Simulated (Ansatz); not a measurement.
A structure relaxed at PBE-D4/def2-SVP in Ansatz, charge 1, singlet:

| atom | x (Å) | y (Å) | z (Å) |
| --- | --- | --- | --- |
| P1 | 1.295 | -0.293 | 0.525 |
| P2 | -0.900 | -0.890 | 1.074 |
| As3 | -0.466 | 1.406 | 0.916 |
| As4 | -0.245 | -1.295 | -1.138 |
| As5 | 0.316 | 1.073 | -1.377 |

**Question.** Give its formula and point group.

**Answer.** As₃P₂⁺. Point group Cs (tolerance 0.1 Å).

**Question.** Summarise the bond lengths by kind (pairs closer than 1.2 times the sum of covalent radii, bridged metal pairs left out).

**Answer.** 5 × As–P 2.34 to 2.54 Å; 2 × As–As 2.45 Å; 1 × P–P 2.34 Å.

Another isomer (singlet) lies 0.20 eV lower at PBE0-D4/def2-TZVP; other spin states weren't run for this one.
